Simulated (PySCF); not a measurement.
Distorted geometries of [OsO3Cl]+

[OsO3Cl]+ (singlet). PySCF 2.14.0, RKS B3LYP, Os def2-SVP with ECP60, O def2-SVP, Cl def2-SVP; non-relativistic Hamiltonian with scalar-relativistic core potentials where named; density fitting; no spin-orbit coupling. Relaxed geometry:

```xyz
5

Os    0.0868   -0.0868    0.0868
O     1.0596    0.8820    1.0596
O    -0.8820   -1.0596    1.0596
O     1.0596   -1.0596   -0.8820
Cl   -1.1815    1.1815   -1.1815
```

Order these distorted geometries by energy above the relaxed one, lowest first.
A.
```xyz
5

Os    0.0506   -0.0914    0.2359
O     1.0393    0.7181    1.0398
O    -0.8871   -0.9243    0.9543
O     1.1436   -1.0318   -1.0043
Cl   -1.2040    1.1870   -1.0832
```
B.
```xyz
5

Os    0.1566   -0.0989    0.0402
O     1.0462    0.8526    1.0830
O    -1.0118   -1.0361    1.0671
O     1.0372   -1.0609   -0.8579
Cl   -1.0857    1.2008   -1.1898
```
C.
```xyz
5

Os    0.1948   -0.0050    0.0817
O     0.9580    0.9860    1.1074
O    -0.6730   -1.1263    1.1398
O     0.9435   -0.9976   -0.8720
Cl   -1.2809    1.0004   -1.3145
```

B (0.79 eV), C (1.26 eV), A (4.98 eV).

Which forces (eV/Å) act in the one that lies 1.26 eV up?


```
Os  -11.65  -0.29   4.30
O     3.52   3.15   2.40
O     1.27   2.49  -2.02
O     6.17  -5.17  -5.56
Cl    0.68  -0.18   0.88
```
Forces carry noise of the integration grid, about 0.01 to 0.03 eV/Å.
